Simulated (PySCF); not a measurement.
## How methods differ on the ionisation energy of Dy⁴²⁺

Dy⁴²⁺ [Ar] 3d6 (5D) → Dy⁴³⁺ [Ar] 3d5 (6S), as a difference of total energies. All numbers are calculated (PySCF 2.14, the spin-free X2C one-electron Hamiltonian (Gaussian nucleus), in an even-tempered Gaussian basis (18 s from 8.4 bohr⁻², ratio 2.5; 12 p from 11 bohr⁻², ratio 2.5; 7 d from 11 bohr⁻², ratio 2.5; 4 f from 43 bohr⁻², ratio 2.7; 3 g from 64 bohr⁻², ratio 2.7)). Correlated levels: outer shells: [Ne] frozen; virtual orbitals above 40 to 60 times the deepest correlated orbital energy dropped. The calculations carry no spin-orbit coupling.

| method | ionisation energy (eV) |
| --- | --- |
| UHF | 3331.7 |
| LDA | 3333.7 |
| PBE | 3334.8 |
| PBE0 | 3334.6 |
| r2SCAN | 3335.0 |
| M06-L | 3334.1 |
| TPSS | 3334.5 |
| MP2 (outer shells) | 3333.0 |
| SCS-MP2 (outer shells) | 3333.2 |

Spin-orbit coupling is strong in these open shells (close to jj coupling). The scalar numbers leave it out and a first-order estimate fails, so it can dominate the gap to the real levels.

Breit and QED terms and the two-electron picture change are absent.

For comparison: 3331 ± 4 eV (theoretical estimate listed by NIST; NIST Atomic Spectra Database, ionization energies).
